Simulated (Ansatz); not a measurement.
Input file for `C#[C][Al][CH3]` radical:

```yaml
crystal:
  periodic: [false, false, false]
  atoms:
    - {symbol: C, position_ang: [2.659114, 0.063502, 0.525917]}
    - {symbol: C, position_ang: [1.501575, -0.297607, 0.493592]}
    - {symbol: Al, position_ang: [-0.284653, -0.997058, 0.529420]}
    - {symbol: C, position_ang: [-1.674442, 0.029622, -0.396119]}
    - {symbol: H, position_ang: [3.674965, 0.388230, 0.549530]}
    - {symbol: H, position_ang: [-1.722817, 1.035468, 0.035083]}
    - {symbol: H, position_ang: [-1.395255, 0.140859, -1.449506]}
    - {symbol: H, position_ang: [-2.666387, -0.420115, -0.343717]}
basis:
  gaussian: {orbitals: cc-pV(D+d)Z}
magnetization: {spin_polarized: true, initial_magnetization: 1}
correlation: {method: ccsd_t}
scf: {omitted_lower_state_checks: [cluster_reference]}
```

```sh
$ ansatz run in.yaml --threads 2 --pin off --events-out ev --progress --plain --max-ram 32768MiB --backend cpu
```

Log, shortened:

```
Functional definition: HF
819 factors; integrals over basis functions are off by at most 1.2e-3 eV
mean field evaluation 1: about -9732.4403 eV, gradient 2.2e1 eV
mean field evaluation 2: about -9732.4438 eV, gradient 2.2e1 eV
mean field evaluation 4: about -9735.7099 eV, gradient 2.5e0 eV
mean field evaluation 8: about -9735.8016 eV, gradient 1.0e-1 eV
mean field evaluation 16: about -9735.5599 eV, gradient 1.6e0 eV
mean field -9735.80232081 eV, -357.7841361258 hartree, gradient 4.9e-6 eV, S^2 0.758479; 4 other end points of the search recorded, 0 dependent functions left out
8 core orbitals not correlated: weight in the atoms' cores, before any rotation towards them, 1.000 or more for the frozen orbitals, at most 0.000 for the correlated occupied ones
reference -9735.80232081 eV, -357.7841361258 hartree; 10, 9 occupied and 67, 68 virtual orbitals, 819 factors
second order -11.88571722 eV of doubles, -0.00000000 eV of singles
cycle   1  -12.36020364 eV  change   -4.7e-1 eV  update   9.0e-2
cycle   2  -12.75941443 eV  change   -4.0e-1 eV  update   3.1e-2
cycle   3  -12.85306267 eV  change   -9.4e-2 eV  update   1.5e-2
cycle   4  -12.85658736 eV  change   -3.5e-3 eV  update   5.3e-3
cycle   5  -12.85666922 eV  change   -8.2e-5 eV  update   2.0e-3
cycle   6  -12.85644986 eV  change    2.2e-4 eV  update   9.6e-4
cycle   7  -12.85674033 eV  change   -2.9e-4 eV  update   4.0e-4
cycle   8  -12.85672679 eV  change    1.4e-5 eV  update   1.6e-4
cycle   9  -12.85666090 eV  change    6.6e-5 eV  update   6.0e-5
cycle  10  -12.85666215 eV  change   -1.3e-6 eV  update   2.4e-5
cycle  11  -12.85667102 eV  change   -8.9e-6 eV  update   1.1e-5
perturbative correction -0.50295076 eV, -0.0184830995 hartree
Total energy: -9749.16194259 eV, -358.2750931707 hartree
Checks for a lower state left out: cluster_reference
```

It took 13 s on 2 threads of a server CPU on a shared host, with 0.52 GiB of host memory at the peak.

MP2 recovers 89.0 % of the CCSD(T) correlation energy and the triples give 3.8 %; T1 = 0.0146.
